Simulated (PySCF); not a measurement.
## Substituent chemical shifts

Parent skeleton `[C-:1]#[C:2][CH3:3]`; one hydrogen on atom 3 is replaced by X. Hydrogens on one atom are averaged.

All values are calculated (PySCF 2.14): GFN2-xTB geometry, shielding tensors at PBE0/pcSseg-1 (GIAO). Relativity neglected, one averaged value for each set of equivalent atoms, isolated molecule, one computed conformer.

Chemical shifts δ = σref − σ; $^{13}$C (σ = 186.93 ppm) and $^{1}$H (σ = 31.72 ppm) against TMS, all at this level.

Parent (X = H): C1 173.4, C2 85.8, C3 11.4, H(C3) 2.18 ppm. Effects are Δδ = δ(X) − δ(H), positive for deshielding.

(1) Give Δδ (ppm) for X = 2-thienyl, C(S)CH3, cPr.

(2) Which position responds most, and to which substituents?

Results:

(1) 
```tsv
X	SMILES	C1	C2	C3	H(C3)
2-thienyl	[C-]#CCc1cccs1	+11.8	+8.5	+18.0	+2.04
C(S)CH3	[C-]#CCC(C)=S	+51.2	+8.0	+40.4	+2.21
cPr	[C-]#CCC1CC1	+2.9	+8.1	+23.1	+0.34
```

(2) C1: from +2.9 ppm with cPr to +51.2 ppm with C(S)CH3.
